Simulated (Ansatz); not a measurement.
Co₂Si₅: single points at one geometry.

```yaml
crystal:
  periodic: [false, false, false]
  atoms:
    - {symbol: Co, position_ang: [1.214961, 1.792313, 1.486544]}
    - {symbol: Co, position_ang: [-0.297903, -0.685584, -0.587082]}
    - {symbol: Si, position_ang: [-0.014585, 0.446063, -2.426374]}
    - {symbol: Si, position_ang: [0.348785, -2.353975, 0.654469]}
    - {symbol: Si, position_ang: [-2.311110, -0.506773, -0.192424]}
    - {symbol: Si, position_ang: [0.639005, -0.186630, 1.456922]}
    - {symbol: Si, position_ang: [0.420847, 1.494586, -0.392066]}
basis:
  gaussian: {orbitals: def2-TZVP, initial_orbitals: start.molden}
hamiltonian: {xc: pbe0, dispersion: d4}
scf: {omitted_lower_state_checks: [starts]}
output: {orbitals: {seedname: orbitals}}
```

The file start.molden holds the orbitals of an earlier run on this structure, at another level or in another basis.

```sh
$ ansatz run in.yaml --threads 4 --pin off --events-out ev --progress --plain --max-ram 4787MiB
```

It prints (some lines left out):

```
Functional definition: PBE0
2410 factors; their error is unknown
mean field evaluation 1: about -114605.0798 eV, gradient 1.7e2 eV
mean field evaluation 2: about -114609.5561 eV, gradient 7.5e0 eV
mean field evaluation 4: about -114610.0543 eV, gradient 1.4e-1 eV
mean field evaluation 8: about -114610.4884 eV, gradient 5.0e-5 eV
mean field -114610.48843708 eV, -4211.8577642834 hartree, gradient 5.0e-5 eV, S^2 0.000000; 0 other end points of the search recorded, 0 dependent functions left out
reference -114610.48846900 eV, -4211.8577654563 hartree; 62, 62 occupied and 213, 213 virtual orbitals, 2410 factors
Total energy: -114611.02591758 eV, -4211.8775163276 hartree
Checks for a lower state left out: starts
```

Run time 18 s (4 threads of Arm Neoverse V2 on a shared host), peak host memory 1.4 GiB.

The first input with `hamiltonian: {xc: {name: r2SCANh}, dispersion: d4}` (abridged; 22 s):

```
Functional definition: r2SCANh
mean field -114635.15264126 eV, -4212.7641570692 hartree, gradient 1.9e-5 eV, S^2 0.000000
Total energy: -114635.29653412 eV, -4212.7694450342 hartree
Checks for a lower state left out: starts
```

First input, but with `hamiltonian: {xc: lda}` (abridged; 3.3 s):

```
Functional definition: SPW92
mean field -114351.07176425 eV, -4202.3243773959 hartree, gradient 3.5e-5 eV, S^2 0.000000
Total energy: -114351.07180436 eV, -4202.3243788699 hartree
Checks for a lower state left out: starts
```

First input, but with `hamiltonian: {xc: r2scan, dispersion: d4}` (abridged; 14 s):

```
Functional definition: r2SCAN
mean field -114638.17761412 eV, -4212.8753227714 hartree, gradient 2.4e-5 eV, S^2 0.000000
Total energy: -114638.30197064 eV, -4212.8798927889 hartree
Checks for a lower state left out: starts
```

First input, but with `hamiltonian: {xc: pbe, dispersion: d4}`, `output: {forces: true, orbitals: {seedname: orbitals}}` (abridged; 7 s):

```
Functional definition: PBE
mean field -114611.95023485 eV, -4211.9114843605 hartree, gradient 6.3e-5 eV, S^2 0.000000
Total energy: -114612.56735132 eV, -4211.9341629725 hartree
Atom 0 force     0.176707     0.436815     0.376891 eV/Å
Atom 1 force     0.173286    -0.153972    -0.163099 eV/Å
Atom 2 force    -0.055105     0.069290     0.009820 eV/Å
Atom 3 force    -0.047180     0.008689     0.074448 eV/Å
Atom 4 force    -0.129596     0.040744     0.052073 eV/Å
Atom 5 force    -0.057327    -0.208671    -0.163161 eV/Å
Atom 6 force    -0.060785    -0.192895    -0.186972 eV/Å
Dipole moment:    -0.027848     0.310304     0.284805 e Å
Checks for a lower state left out: starts
```

Geometry: PBE-D4/def2-SVP.

This restricted singlet of an open-shell metal (gap down to 0.37 eV) wasn't tested against broken symmetry. No other spin state of charge 0 was run. Another isomer (quintet) lies 3.55 eV lower at PBE0-D4/def2-TZVP; other spin states weren't run for this one.
